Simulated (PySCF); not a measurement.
C4H4ClF. Atoms are numbered in the order given.

```xyz
10

C     -0.0147    -2.9153     0.0000
C      0.6770    -1.7659     0.0000
C      0.0585    -0.4503     0.0000
F     -1.2794    -0.4384     0.0000
C      0.7437     0.7075     0.0000
Cl    -0.0157     2.2556     0.0000
H     -1.1069    -2.9165     0.0000
H      0.4965    -3.8800     0.0000
H      1.7709    -1.7710     0.0000
H      1.8334     0.7119     0.0000
```

Geometry optimised at B3LYP-D3(BJ)/def2-SVP. One conformer was computed; it need not be the lowest.

Method: PBE/pcSseg-1 (PySCF).

GIAO shieldings, no solvent; atoms listed in one row are averaged. δ = σ(ref) − σ: ¹³C against TMS (σ = 182.0 ppm); ¹⁹F against CFCl3 (σ = 133.6 ppm); ³⁵Cl against HCl (σ = 936.5 ppm); ¹H against TMS (σ = 31.49 ppm), references at their B3LYP-D3(BJ)/def2-TZVP geometries, non-relativistic (without spin–orbit terms, shifts of atoms bonded to Cl or Br come out too high).

### Question
Estimate the chemical shifts. (The exact figures need the calculation; the answer reports its results.)

### Answer

```
nucleus  atoms  count  δ (ppm)
-------  -----  -----  -------
¹³C         C3      1    169.0
¹³C         C2      1    134.4
¹³C         C1      1    121.9
¹³C         C5      1    116.5
¹⁹F         F4      1   -142.4
³⁵Cl       Cl6      1    195.1
¹H          H9      1     6.25
¹H          H7      1     6.09
¹H         H10      1     5.73
¹H          H8      1     5.68
```
